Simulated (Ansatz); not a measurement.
Ligand exchange: MgHCl + GaH2(SH) → MgH(SH) + GaH2Cl

Species: MgHCl `[MgH][Cl]`, singlet; GaH2(SH), singlet; MgH(SH), singlet; GaH2Cl `[Cl][GaH2]`, singlet. The partners trade Cl for SH: Mg–Cl and Ga–SH bonds give way to Mg–SH and Ga–Cl.

Shapes, held fixed at every level: PBE0-D4/def2-TZVP. Programs: Ansatz 0.2.0. The zero-point and thermal change to 298 K, harmonic and unscaled (PBE0-D4/def2-TZVP), is -2.7 kJ/mol.

```csv
level,kind,ΔH(298 K) (kJ/mol),less CCSD(T)/def2-TZVPP,CPU time (sum over the molecules)
SPW92/def2-TZVPP,LDA,+42.6,+1.9,3.8 s
r2SCAN-D4/def2-TZVPP,meta-GGA,+43.4,+2.7,15 s
B3LYP-D4/def2-TZVPP,global hybrid,+42.0,+1.3,10 s
wB97M-V/def2-TZVPP,range-separated hybrid,+41.0,+0.3,29 s
wB97X-V/def2-TZVPP,range-separated hybrid,+41.0,+0.3,22 s
CCSD/def2-SVP,coupled cluster or CI,+43.6,+2.9,–
CCSD/def2-TZVPP,coupled cluster or CI,+40.6,-0.1,–
CCSD(T)/def2-TZVPP,coupled cluster or CI,+40.7,0.0,32 s
```

The highest level, CCSD(T)/def2-TZVPP, gives ΔH(298 K) = +40.7 kJ/mol; the levels span +40.6 to +43.6. The column of differences is taken from that level and isn't an error. No measured value is set beside it here. Relativity is left out for Ga unless named. Correlated rows may include outer-core shells of Ga, Mg, which these sets cover unevenly. Times are processor times on shared x86 and Arm servers, and rough.
